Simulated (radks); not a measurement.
Question: All-electron atom: Fe4+ in [Ar] 3d4 (the NIST ground configuration). All-electron calculation, Dirac Kohn-Sham, SOGGA, spin-unpolarised, spherical densities, finite nucleus; open shells fill j = l - 1/2 first; Fermi nuclear charge, rms radius 3.7377 fm. Program: a radial shooting solver on a logarithmic mesh with Libxc functionals.

Spin-orbit splittings of the eigenvalues, e(l+1/2) - e(l-1/2), with zeta = 2 splitting/(2l+1) and mean radii in bohr:

| shell | occ. | splitting (eV) | zeta (eV) | <r> j=l-1/2 | <r> j=l+1/2 |
|---|---|---|---|---|---|
| 2p | 6 | ? | ? | 0.2336 | 0.2366 |
| 3p | 6 | 1.639 | 1.093 | 0.8243 | 0.8324 |
| 3d | 4 | 0.1993 | 0.07970 | 0.9189 | 0.9217 |
| 4p | 0 | 0.2435 | 0.1623 | 2.308 | 2.323 |

Estimate the 2p splitting.

Answer: 12.46 eV (zeta = 8.303 eV).
